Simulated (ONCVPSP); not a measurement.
## Reading a pseudo-wave (scandium)

Columns: radius, all-electron u(r) and pseudo u(r) of the 3d shell (level -3.23 eV) of scandium in the configuration [Ne] 3s2 3p6 3d1 4s2; PBE, scalar-relativistic, ONCV scheme, ONCVPSP 4.0.1.

```tsv
r (bohr)	all-electron	pseudo
0.123	0.0386	0.0027
0.245	0.1608	0.0205
0.368	0.3108	0.0657
0.490	0.4459	0.1433
0.613	0.5538	0.2523
0.735	0.6311	0.3809
0.858	0.6804	0.5158
0.980	0.7054	0.6384
1.103	0.7123	0.7366
1.225	0.7059	0.7998
1.348	0.6904	0.8260
1.470	0.6689	0.8168
1.593	0.6437	0.7785
1.715	0.6166	0.7216
1.838	0.5884	0.6570
1.960	0.5604	0.5967
2.083	0.5326	0.5467
2.205	0.5059	0.5093
2.328	0.4801	0.4804
2.450	0.4557	0.4557
2.573	0.4324	0.4324
2.695	0.4105	0.4105
2.818	0.3895	0.3895
2.940	0.3698	0.3698
3.063	0.3508	0.3508
3.185	0.3328	0.3328
```

Problem. How many radial nodes do the two functions have?

Solution. The all-electron 3d function has n − l − 1 = 0; the pseudo-wave has 0.

Problem. At about which radius was the pseudo-wave matched?

Solution. 2.45 bohr. The columns agree to 0.0005 from 2.33 bohr on; several derivatives are matched, so the curves merge somewhat inside the radius.

Problem. Where does each function peak?

Solution. Outermost all-electron maximum near 1.10 bohr, pseudo maximum near 1.35 bohr (to the table’s step).

Problem. Is the pseudo-wave norm-conserving?

Solution. Yes: the ONCV scheme keeps the norm inside the radius equal to the all-electron one, which fixes the energy derivative of the logarithmic derivative at the level.
